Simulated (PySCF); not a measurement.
I4Sn, SMILES [I][Sn-]([I])([I])[I] (connectivity only; charge and spin as stated), charge -1, multiplicity 2. Atoms are numbered in the order given.

```xyz
5

Sn     0.0000     0.0000     0.0000
I      1.6739     1.6739     1.6739
I     -1.6739     1.6739    -1.6739
I     -1.6739    -1.6739     1.6739
I      1.6739    -1.6739    -1.6739
```
Charge -1, spin multiplicity 2.

The structure is a stationary point at B3LYP-D3(BJ)/def2-SVPD. The def2 effective core potentials stand for the cores of I, Sn; spin–orbit coupling is left out.

Level of theory: PBE/def2-SVPD (PySCF).

The molecule is in vacuum.

The total energy is -1405.35785 hartree, the point group comes out as Td and the α spin, highest occupied and lowest empty level is -1.70 and 1.24 eV. The β spin, highest occupied and lowest empty level comes out as -2.88 and -1.42 eV and the dipole moment about the centre of nuclear charge is 0.00 D. The mean static polarisability is 260.8 bohr³ (38.65 Å³), the polarisability, principal values is 260.8, 260.8, 260.8 bohr³ and the ⟨S²⟩ is 0.751 (pure state 0.75).
